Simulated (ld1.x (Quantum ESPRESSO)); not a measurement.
**As, ultrasoft: configuration errors across variants**

- Element: arsenic (As)
- Generator: ld1.x (Quantum ESPRESSO) 7.5
- Type: ultrasoft
- Functional: PBEsol
- Relativity: fully relativistic
- Frozen core: [Ar] 3d10
- Valence charge: 5
- Reference configuration: 4s1 4p4
- Partial waves: 4s (bound): rcut 1.35, rcutus 1.85 bohr; 4s channel at -0.75 Ry: rcut 1.35, rcutus 1.85 bohr; 4p (bound): rcut 1.50, rcutus 2.05 bohr; 4p channel at 0.25 Ry: rcut 1.50, rcutus 2.05 bohr; 4d channel at 0.45 Ry: rcut 1.35, rcutus 1.60 bohr; 4d channel at 2.9 Ry: rcut 1.35, rcutus 1.60 bohr
- Local potential: all-electron potential smoothed inside 1.25 bohr (lloc = -1)
- Core correction: Bessel-smoothed model core inside 1.15 bohr
- Augmentation charge: PSQ, inside the norm-conserving radii

Open shells are filled in proportion to 2j + 1 (rel_dist='average').

All-electron excitation energies from the reference (eV): (1) 4s2 4p3 -9.420; (2) 4s2 4p2 -0.259; (3) 4s2 4p1 17.687; (4) 4s2 4p2.5 -5.861; (5) 4s1 4p0 96.043; (6) 4s2 4p3.3 -10.654; (7) 4s2 4p0 45.415.

A true bound ghost makes a file unfit for plane-wave use even where its test errors are small: the radial tests pick states by their node count and pass the ghost by.

Errors AE − PS in meV (a dash: test not solved or not reliable):

| change | (1) | (2) | (3) | (4) | (5) | (6) | (7) | bound ghosts |
| --- | --- | --- | --- | --- | --- | --- | --- | --- |
| base | -9.2 | -3.6 | -8.9 | -6.5 | -317 | -10 | -61 | d5/2, d3/2 |
| core correction none | +7.1 | +3.2 | -20 | +6.6 | -55 | +6.6 | -70 | d5/2, d3/2 |
| core correction Bessel-smoothed model core inside 0.70 bohr | -9.4 | -3.7 | -8.9 | -6.6 | -318 | -11 | -61 | d5/2, d3/2 |
| core correction Bessel-smoothed model core inside 0.92 bohr | -9.3 | -3.7 | -8.9 | -6.6 | -318 | -11 | -61 | d5/2, d3/2 |
| core correction Bessel-smoothed model core inside 1.16 bohr | -9.2 | -3.6 | -8.8 | -6.5 | -317 | -10 | -61 | d5/2, d3/2 |
| core correction Bessel-smoothed model core inside 1.70 bohr | -8.3 | -2.3 | -9.0 | -5.3 | -330 | -9.6 | -67 | d5/2, d3/2 |
| core correction Bessel-smoothed model core inside 1.88 bohr | -7.0 | -1.6 | -13 | -4.1 | -366 | -8.4 | -84 | d5/2, d3/2 |

(1) Give the same row for: core correction Bessel-smoothed model core inside 1.44 bohr.

## Answers

(1) -8.9, -3.3, -8.5, -6.1, -313, -10, -60; bound ghosts: d5/2, d3/2.
